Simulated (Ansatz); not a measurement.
One change: `[CH3][GeH2][SH]` becomes `[CH3][GeH2][SeH]`.

Ansatz, PBE0-D4/def2-TZVP geometries, multiplicity 1. Each molecule was computed in one conformer, which needn't be the lowest.

Scalar relativity is left out up to krypton.

```tsv
property	`[CH3][GeH2][SH]`
HOMO energy (ωB97M-V/def2-TZVPP) / eV	-9.35
HOMO–LUMO gap (PBE0/def2-TZVPP) / eV	7.38
HOMO–LUMO gap (B3LYP/def2-TZVPP) / eV	6.86
HOMO energy (B3LYP/def2-TZVPP) / eV	-6.89
HOMO energy (PBE/def2-TZVPP) / eV	-5.90
LUMO energy (PBE/def2-TZVPP) / eV	-0.66
```

Problem. Give the same properties after the change, and the shifts. (Best estimate.)

Solution. Ansatz gave: 
```tsv
property	`[CH3][GeH2][SeH]`	shift
HOMO energy (ωB97M-V/def2-TZVPP) / eV	-8.96	0.39
HOMO–LUMO gap (PBE0/def2-TZVPP) / eV	6.81	-0.57
HOMO–LUMO gap (B3LYP/def2-TZVPP) / eV	6.30	-0.56
HOMO energy (B3LYP/def2-TZVPP) / eV	-6.56	0.33
HOMO energy (PBE/def2-TZVPP) / eV	-5.65	0.25
LUMO energy (PBE/def2-TZVPP) / eV	-0.87	-0.21
```

With PBE0 the HOMO rises by 0.34 eV and the LUMO falls by 0.23 eV, so the gap narrows by about 0.57 eV. PBE moves the HOMO by 0.25 eV and ωB97M-V by 0.39 eV.

B3LYP here is the variant with VWN-RPA as its local correlation; programs differ in this.

Spin–orbit coupling is left out; it splits and shifts lone-pair levels of the heavy atoms by tenths of an eV.
